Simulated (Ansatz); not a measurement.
Mo4⁻. Charge -1, multiplicity 2. Geometry PBE0-D4/def2-SVPD; atoms count from 1.

```xyz
4

Mo   -0.0252    1.0335    1.1013
Mo    1.3048   -0.5396    0.8169
Mo   -0.1035    0.3904   -1.5815
Mo   -1.1761   -0.8844   -0.3367
```

In the def2 sets Mo takes a core potential; there is no spin–orbit coupling. The charge -1 doublet is spin-contaminated (final ⟨S²⟩ up to 4.62, 0.75 for a pure state). No other spin state of charge -1 was run. The geometry of the doublet was relaxed on an unsound state (⟨S²⟩ 3.53, where a pure state has 0.75). Another isomer (doublet) lies 1.03 eV lower at PBE0-D4/def2-TZVPD; other spin states weren't run for this one.

(1) Estimate the Mulliken populations from the PBE0/def2-TZVPD orbitals of Ansatz.

(2) Where does the spin sit?

(3) And the Mayer bond orders between bonded heavy atoms (over 0.3)?

## Answers

(1) 
```json
{"atom": "Mo1", "charge (e)": "-0.25", "spin (α − β)": "3.23", "d electrons": "4.85"}
{"atom": "Mo2", "charge (e)": "-0.25", "spin (α − β)": "-2.73", "d electrons": "4.82"}
{"atom": "Mo3", "charge (e)": "-0.25", "spin (α − β)": "-2.73", "d electrons": "4.82"}
{"atom": "Mo4", "charge (e)": "-0.25", "spin (α − β)": "3.23", "d electrons": "4.85"}
```
Mulliken values and Mayer orders depend strongly on the basis. With diffuse functions, as here, like atoms can get unlike values, and bond orders can come out too low or too high.

(2) Summed by element: Mo 1.00, of 1 unpaired in all. Largest on single atoms: Mo1 3.23, Mo4 3.23, Mo3 -2.73.

(3) Mo1–Mo2 3.09 (2.08 Å); Mo1–Mo3 0.90 (2.76 Å); Mo1–Mo4 0.97 (2.66 Å); Mo2–Mo3 0.98 (2.93 Å); Mo2–Mo4 0.90 (2.76 Å); Mo3–Mo4 3.09 (2.08 Å).
